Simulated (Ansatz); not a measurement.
Consider the isomerisation: `COB(C)N` → `CBOCN`.

Isolated molecules relaxed with PBE0-D4/def2-TZVP in Ansatz; ΔE leaves out vibrations. CCSD(T)/CBS is the MP2 limit (def2-TZVPP, def2-QZVPP) plus CCSD(T) − MP2 in def2-TZVPP, frozen cores. Functionals use def2-TZVPP. B3LYP here is the variant with VWN-RPA as its local correlation; programs differ in this. One conformer a species, not always the lowest.

`COB(C)N`:

Cartesian coordinates in Å:
```
C 0.879 1.444 0.864
O 1.145 0.192 0.290
B 0.145 -0.576 -0.259
C -1.362 -0.112 -0.289
N 0.549 -1.809 -0.797
H 0.200 1.364 1.720
H 1.824 1.862 1.213
H 0.440 2.140 0.140
H -1.477 0.828 -0.840
H -2.022 -0.847 -0.753
H -1.740 0.080 0.720
H -0.087 -2.456 -1.224
H 1.507 -2.111 -0.783
```

`CBOCN`:

Cartesian coordinates in Å:
```
C -1.395 -1.160 1.526
B -0.151 -0.609 0.764
O -0.221 0.590 0.146
C 0.864 1.070 -0.627
N 0.724 0.644 -1.989
H -2.252 -0.483 1.505
H -1.142 -1.379 2.569
H -1.699 -2.119 1.092
H 0.891 -1.218 0.721
H 1.806 0.671 -0.237
H 0.857 2.158 -0.492
H 0.102 1.239 -2.518
H 1.615 0.596 -2.460
```

```csv
level,ΔE (kcal/mol),difference from CCSD(T)/CBS
PBE-D4,36.5,-0.9
r2SCAN-D4,38.1,0.7
PBE0-D4,37.3,-0.1
B3LYP-D4,37.6,0.2
ωB97X-V,36.6,-0.8
ωB97M-V,37.5,0.1
B2PLYP,37.3,-0.1
PBE,36.1,-1.3
r2SCAN,38.0,0.6
PBE0,36.9,-0.5
B3LYP,36.9,-0.5
HF/def2-TZVPP,36.9,-0.5
MP2/def2-TZVPP,38.1,0.7
SCS-MP2/def2-TZVPP,37.3,-0.1
CCSD/def2-TZVPP,37.3,-0.1
CCSD(T)/def2-TZVPP,37.2,-0.2
HF/def2-QZVPP,36.9,-0.5
MP2/def2-QZVPP,38.3,0.9
SCS-MP2/def2-QZVPP,37.5,0.1
HF/CBS(def2),36.9,-0.5
MP2/CBS(def2),38.4,1.0
CCSD/CBS(def2),37.6,0.2
CCSD(T)/CBS,37.4,0
```

Largest T1 diagnostic among the species: 0.012.

From PBE to PBE0 (25 % exact exchange), in def2-TZVPP and without D4, ΔE moves by +0.8 kcal/mol.
